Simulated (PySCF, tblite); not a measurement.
C4H9FSi2.
SMILES: `C=C1[C@@H]([SiH3])C[Si@H]1F`

Level of theory: PBE0/pcSseg-1 in PySCF (dipole) on a GFN2-xTB geometry, gas phase.

Masses are those of the commonest isotopes; rigid-rotor values at the optimised geometry. 

Problem. What are A, B and C (MHz)?

Solution. Ia = 194.50, Ib = 410.22, Ic = 477.94 u·Å²; 505379 MHz·u·Å²/I gives A = 2598, B = 1232, C = 1057 MHz.

Problem. What kind of rotor is it?

Solution. An asymmetric top; Ray's κ = -0.773.

Problem. Is it planar, by Δ = Ic − Ia − Ib?

Solution. Not planar: Δ = Ic − Ia − Ib = -126.77 u·Å². For a rigid frame Δ = −2 Σ m c², so Σ m c² = 63.39 u·Å² lies off the ab plane: 12.18 from hydrogen and 51.20 from heavier atoms. The atom farthest from that plane is 2.02 Å away.

Problem. Give the other two planar moments, Paa and Pbb, and the rms extents of the mass along the axes.

Solution. Paa = Σ m a² = (Ib + Ic − Ia)/2 = 346.83 and Pbb = Σ m b² = (Ia + Ic − Ib)/2 = 131.11 u·Å². With the mass M = 132.02 u, the rms extents √(P/M) along a, b and c are 1.62, 1.00, 0.69 Å.

Problem. List the rotational levels J(Ka,Kc) to J = 2 (MHz).

Solution. Above 0(0,0):
J = 1: 1(0,1) 2289, 1(1,1) 3656, 1(1,0) 3830
J = 2: 2(0,2) 6852, 2(1,2) 8060, 2(1,1) 8584, 2(2,1) 12683, 2(2,0) 12699
The levels of one J sum to (2J + 1)J(J + 1)(A + B + C)/3.

Problem. Predict some low-J microwave lines.

Solution. The dipole components are |μa| = 0.60 D, |μb| = 0.58 D, |μc| = 1.66 D. The squared components, which scale the intensities, stand as 0.13 : 0.12 : 1.00 (a : b : c). Some lines, for components of 0.1 D or more:

```
type  branch         J(Ka,Kc)   MHz  lower level (cm⁻¹)
   c       Q  1(1,1) ← 1(0,1)  1366               0.076
   b       Q  1(1,0) ← 1(0,1)  1541               0.076
   b       Q  2(1,1) ← 2(0,2)  1731               0.229
   a       R  1(0,1) ← 0(0,0)  2289               0.000
   b       R  1(1,1) ← 0(0,0)  3656               0.000
   c       R  1(1,0) ← 0(0,0)  3830               0.000
   c       Q  2(2,1) ← 2(1,1)  4099               0.286
   b       Q  2(2,0) ← 2(1,1)  4115               0.286
   a       R  2(1,2) ← 1(1,1)  4404               0.122
   b       Q  2(2,1) ← 2(1,2)  4623               0.269
   c       R  2(1,1) ← 1(0,1)  6294               0.076
   b       R  2(2,1) ← 1(1,0)  8853               0.128
   c       R  2(2,0) ← 1(1,0)  8868               0.128
   c       R  2(2,1) ← 1(1,1)  9027               0.122
   b       R  2(2,0) ← 1(1,1)  9043               0.122
```

Problem. Estimate the classical rotational partition function at 10 K, 25 K and 200 K.

Solution. Point group C1, symmetry number σ = 1; q = (√π/σ)·√((kT/h)³/(ABC)), k/h = 20836.6 MHz/K: 2900 at 10 K, 11500 at 25 K, 259000 at 200 K.

Its GFN2-xTB frequencies are all real (lowest 31 cm⁻¹). Constants of a rigid frame at the computed geometry: no zero-point averaging, no centrifugal distortion. A rigid rotor knows nothing of internal rotation, which can split or shift real lines.
